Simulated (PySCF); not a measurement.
Planning a shielding job on `CS[SiH2]S[SiH3]`.

Method: GIAO PBE0/pcSseg-1 NMR shielding, non-relativistic, gas phase (PySCF 2.14.0, density-fitted response routines). Geometry: GFN2-xTB, NEB image 6 of 0 to 8. Work: shieldings, density fitting. The input is one job of a driver script: a line of settings, then coordinates in Å.

Command:
```bash
OMP_NUM_THREADS=1 python probes_run.py task.json out
```

Input:
```
{"job": {"kind": "nmr", "xc": "PBE0", "basis": "pcSseg-1", "pop": false}, "charge": 0, "multiplicity": 1}
C     -2.516000     0.808100    -0.026700
S     -0.704100     0.883800     0.100400
Si    -0.200200    -0.778600    -1.153500
S      1.910600    -1.010100    -1.312600
Si     2.761900    -0.076400     0.442300
H     -2.817200     0.935600    -1.061900
H     -2.904600     1.621200     0.575600
H     -2.869000    -0.142200     0.358700
H     -0.708200    -0.506000    -2.487500
H     -0.759100    -1.991200    -0.570100
H      2.308600     1.303600     0.482900
H      2.312000    -0.831000     1.605300
H      4.180900    -0.216100     0.168300
```

Hardware: Arm Neoverse N1, one thread, shared host. PySCF's memory limit was set to 1200 MB.

Question: How large is the basis?

Answer: 153 functions for 74 electrons, with 891 fitting functions; the fitted three-index integrals, 891 × 153 × 154/2 numbers of 8 bytes, come to 80 MiB.

Question: Which is nearest to the wall time?
A. 3.3 s
B. 0.44 s
C. 27 s

Answer: C. The run took 27 s. The SCF took 12 cycles.

Question: How much memory does it need at the peak?

Answer: About 0.82 GiB. Peak memory is the resident size of the whole Python process, interpreter and libraries included.

The SCF part of the output:
```
coarse grid: 12544 points
cycle   1  E = -1417.6481843860  dE =  1.860e-01  |g| = 3.113e-01  |ddm| = 3.261e+00
cycle   2  E = -1417.6470285446  dE =  1.156e-03  |g| = 3.298e-01  |ddm| = 8.831e-01
cycle   3  E = -1417.6771230481  dE = -3.009e-02  |g| = 3.481e-02  |ddm| = 4.757e-01
cycle   4  E = -1417.6773905988  dE = -2.676e-04  |g| = 1.328e-02  |ddm| = 5.911e-02
cycle   5  E = -1417.6774414197  dE = -5.082e-05  |g| = 3.677e-03  |ddm| = 2.135e-02
cycle   6  E = -1417.6774446558  dE = -3.236e-06  |g| = 1.006e-03  |ddm| = 4.509e-03
final grid: 101528 points
cycle   7  E = -1417.7093621487  dE = -1.751e-05  |g| = 5.802e-03  |ddm| = 2.067e-02
cycle   8  E = -1417.7093584707  dE =  3.678e-06  |g| = 6.780e-03  |ddm| = 1.184e-02
cycle   9  E = -1417.7093696793  dE = -1.121e-05  |g| = 5.065e-04  |ddm| = 6.806e-03
cycle  10  E = -1417.7093697496  dE = -7.024e-08  |g| = 1.038e-04  |ddm| = 6.796e-04
cycle  11  E = -1417.7093697523  dE = -2.776e-09  |g| = 3.371e-05  |ddm| = 1.725e-04
cycle  12  E = -1417.7093697527  dE = -3.558e-10  |g| = 8.323e-06  |ddm| = 5.430e-05
converged SCF energy = -1417.7093697527
```

On the final grid dE counts from the start density on that grid.

Other jobs ran on the host; a repeat could differ by tens of per cent or more.
